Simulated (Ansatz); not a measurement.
Relaxation of AlH$_{6}$O$_{3}$P (11 atoms, charge 0, multiplicity 1), to a largest force component of 0.03 eV/Å in at most 50 steps.

These are results of Ansatz 0.2.0, RHF/def2-SVP, not measurements.

```xyz
11
Properties=species:S:1:pos:R:3
Al 0.207 -1.062 0.081
O 1.472 -0.499 -1.057
O 0.516 -1.049 1.730
O -1.229 -1.659 -0.544
H 0.572 1.564 -0.692
P -0.376 2.461 -0.196
H 1.378 -0.639 -1.986
H 1.279 -0.778 2.207
H -1.976 -2.020 -0.101
H -1.505 1.698 -0.578
H -0.338 1.984 1.135
```

Q: Where does it end, and by what steps?

A: It converged. The force dipped under the threshold on the way, but the program's further checks kept it going. After 11 steps the energy has fallen by 0.228 eV; H5 moved furthest, 0.53 Å.

```json
{"step": "0", "energy less start (eV)": "0.0000", "largest force component (eV/Å)": "1.701", "accepted": "yes"}
{"step": "1", "energy less start (eV)": "-0.1599", "largest force component (eV/Å)": "1.110", "accepted": "yes"}
{"step": "2", "energy less start (eV)": "-0.2045", "largest force component (eV/Å)": "0.683", "accepted": "yes"}
{"step": "3", "energy less start (eV)": "-0.2119", "largest force component (eV/Å)": "0.368", "accepted": "yes"}
{"step": "4", "energy less start (eV)": "-0.2158", "largest force component (eV/Å)": "0.289", "accepted": "yes"}
{"step": "5", "energy less start (eV)": "-0.2210", "largest force component (eV/Å)": "0.165", "accepted": "yes"}
{"step": "6", "energy less start (eV)": "-0.2254", "largest force component (eV/Å)": "0.013", "accepted": "yes"}
{"step": "7", "energy less start (eV)": "-0.2267", "largest force component (eV/Å)": "0.032", "accepted": "yes"}
{"step": "8", "energy less start (eV)": "-0.2269", "largest force component (eV/Å)": "0.075", "accepted": "yes"}
{"step": "9", "energy less start (eV)": "-0.2273", "largest force component (eV/Å)": "0.055", "accepted": "yes"}
{"step": "10", "energy less start (eV)": "-0.2277", "largest force component (eV/Å)": "0.032", "accepted": "yes"}
{"step": "11", "energy less start (eV)": "-0.2278", "largest force component (eV/Å)": "0.003", "accepted": "yes"}
```

```xyz
11
Properties=species:S:1:pos:R:3
Al 0.293 -1.159 0.037
O 1.577 -0.883 -1.014
O 0.530 -1.054 1.699
O -1.219 -1.575 -0.572
H 0.431 2.060 -0.829
P -0.641 2.600 -0.083
H 1.597 -0.932 -1.953
H 1.318 -0.862 2.176
H -2.010 -1.782 -0.108
H -1.583 1.625 -0.481
H -0.293 1.962 1.129
```

Whether the end is a true minimum wasn't checked by a vibrational analysis.

Run time: 18 s on 2 threads of Arm Neoverse V1 (shared host), peak memory 0.21 GiB.
